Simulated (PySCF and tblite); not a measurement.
Results of a calculation; reference values are marked as such.
C₆H₈O₂, numbered as in [CH:1]#[C:2][CH:3]1[CH2:4][O:5][CH2:6][O:7][CH2:8]1.

Conformers came from 90 starts (ETKDG and KDG, MMFF94s, GFN2-xTB); geometries are PBE0-D3(BJ)/def2-SVP. Weights use PBE0-D3(BJ)/def2-TZVP energies plus GFN2-xTB zero-point and thermal terms (modes under about 100 cm⁻¹ blended into free rotors). Symmetry numbers and mirror images are counted. Conformers within 4 kcal/mol (GFN2-xTB free energy) were kept, 7 at most. Run with PySCF (density fitting) and tblite.

Rotational constants are equilibrium values for the commonest isotopes; dipoles come from the energy level named.

The 6-ring runs over atoms 3–4–5–6–7–8. Of a mirror pair one member is shown.

```csv
conformer,shape,symmetry
1,6-ring chair (all substituents equatorial),Cs
2,6-ring chair (C2 axial),Cs
3,"6-ring twist-boat (ring torsions 67, -37, -32, 70, -36, -27°)",C1 (pair)
```

**Question.** Give the rotational constants and dipole components, as needed to look for these species in a jet-cooled rotational spectrum.

**Answer.** 
```
conformer  A (MHz)  B (MHz)  C (MHz)  abs μa (D)  abs μb (D)  abs μc (D)      κ  Ic−Ia−Ib (u Å²)
        1     4756     1473     1198        0.84        0.00        0.96  -0.85            -27.3
        2     3415     1810     1599        0.37        0.00        2.03  -0.77           -111.2
        3     4485     1527     1308        0.20        0.07        0.51  -0.86            -57.1
```
